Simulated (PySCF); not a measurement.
# C₆ coefficients of unlike pairs at PBE0

Calculated with PySCF 2.14 from the dipole response of each species, C₆(A,B) = (3/π) ∫ α_A(iu) α_B(iu) du, in atomic units, from isotropic polarisabilities. For ions this is the dispersion term alone; charge-induced terms of lower order in 1/R come first.

| species | configuration | basis | relativity | α (bohr³) | C₆ (like pair) |
| --- | --- | --- | --- | --- | --- |
| Ir | [Xe] 4f14 5d7 6s2 (4F) | def2-TZVPPD with the def2 core potential (60 electrons) (6s5p3d2f1g) | core potential | 48.36 | 495.3 |
| Cl | [Ne] 3s2 3p5 (2P) | aug-cc-pCVQZ-DK (10s9p7d5f3g) | spin-free X2C | 15.03 | 95.13 |
| Os⁺ | [Xe] 4f14 5d6 6s1 (6D) | aug-cc-pVTZ-PP with ECP60MDF (6s6p5d3f2g) | core potential | 28.29 | 235.2 |
| Pb⁺ | [Xe] 4f14 5d10 6s2 6p1 (2P) | aug-cc-pwCVTZ-DK3 with one added diffuse shell each of s, d, f type (12s10p9d6f1g) | spin-free X2C | 27.51 | 237.3 |

Q: Estimate C₆ for Os⁺ with Ir.

A: The integral gives 338.1. The combination rule 2 C_A C_B / (C_A α_B/α_A + C_B α_A/α_B) gives 336.8 and the geometric mean 341.3.

No spin-orbit coupling is included.

The other pairs:

```tsv
pair	C₆
Cl, Ir	209.9
Os⁺, Cl	148.3
Pb⁺, Ir	338.3
Pb⁺, Os⁺	236.1
Pb⁺, Cl	149.2
```
